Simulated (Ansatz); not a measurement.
Computed with Ansatz on PBE0-D4/def2-TZVP structures; ΔE is electronic, products minus reactants. CBS: MP2 limit from def2 TZ/QZ plus the TZ coupled-cluster correction, frozen cores. This one scheme is used for every species. Functionals use def2-TZVPP. B3LYP here is the variant with VWN-RPA as its local correlation; programs differ in this. HSE06 is defined as in plane-wave codes. For Br, Ga outer-core shells are correlated without core-valence functions, which leaves a few kJ/mol of doubt a bond. Scalar relativity is left out up to krypton. Each species was taken in one conformer, which may not be the lowest.

Reaction (formal hydrolysis of a Ga–F bond): `[F][Ga]([Br])[Br]` + H₂O → `[OH][Ga]([Br])[Br]` + H–F

| level | ΔE (kJ/mol) | difference from CCSD(T)/CBS |
| --- | --- | --- |
| PBE-D4 | 20.1 | 3.8 |
| revPBE-D4 | 19.6 | 3.3 |
| BLYP-D4 | 22.6 | 6.3 |
| r2SCAN-D4 | 22.5 | 6.2 |
| B97M-V | 26.6 | 10.3 |
| PBE0-D4 | 19.7 | 3.4 |
| B3LYP-D4 | 22.3 | 6.0 |
| r2SCANh-D4 | 22.0 | 5.7 |
| r2SCAN0-D4 | 21.5 | 5.2 |
| HSE06-D4 | 19.6 | 3.3 |
| BHLYP-D4 | 23.3 | 7.0 |
| CAM-B3LYP-D4 | 23.4 | 7.1 |
| ωB97X-V | 23.2 | 6.9 |
| ωB97M-V | 22.3 | 6.0 |
| B2PLYP | 21.8 | 5.5 |
| PBE-QIDH | 18.4 | 2.1 |
| PBE | 22.1 | 5.8 |
| revPBE | 24.0 | 7.7 |
| BLYP | 26.7 | 10.4 |
| r2SCAN | 23.0 | 6.7 |
| PBE0 | 21.5 | 5.2 |
| r2SCANh | 22.6 | 6.3 |
| r2SCAN0 | 22.1 | 5.8 |
| HSE06 | 21.3 | 5.0 |
| BHLYP | 26.1 | 9.8 |
| CAM-B3LYP | 25.2 | 8.9 |
| LC-ωPBE | 23.8 | 7.5 |
| RPA@PBE/def2-TZVPP | 17.3 | 1.0 |
| HF/def2-SVP | 34.1 | 17.8 |
| MP2/def2-SVP | 23.2 | 6.9 |
| CCSD(T)/def2-SVP | 25.8 | 9.5 |
| HF/def2-TZVPP | 29.5 | 13.2 |
| SCS-MP2/def2-TZVPP | 17.6 | 1.3 |
| CCSD/def2-TZVPP | 18.6 | 2.3 |
| CCSD(T)/def2-TZVPP | 17.0 | 0.7 |
| MP2/def2-QZVPP | 14.3 | -2.0 |
| SCS-MP2/def2-QZVPP | 18.0 | 1.7 |
| HF/CBS(def2) | 31.6 | 15.3 |
| MP2/CBS(def2) | 13.3 | -3.0 |
| CCSD/CBS(def2) | 17.9 | 1.6 |
| CCSD(T)/CBS | 16.3 | 0 |

Largest T1 diagnostic among the species: 0.010.

In def2-TZVPP, CCSD(T) changes the Hartree–Fock value by −12.5 kJ/mol (the triples alone add −1.6 kJ/mol) and MP2 by −15.4 kJ/mol. Leaving LDA and LC-ωPBE aside and taking each functional with its dispersion term where it has one, the values spread over 8.1 kJ/mol, from PBE-QIDH to B97M-V. LDA lies −6.7 kJ/mol from PBE without D4. At CCSD(T), def2-SVP lies +9.5 kJ/mol from the extrapolated value and def2-TZVPP +0.7 kJ/mol.
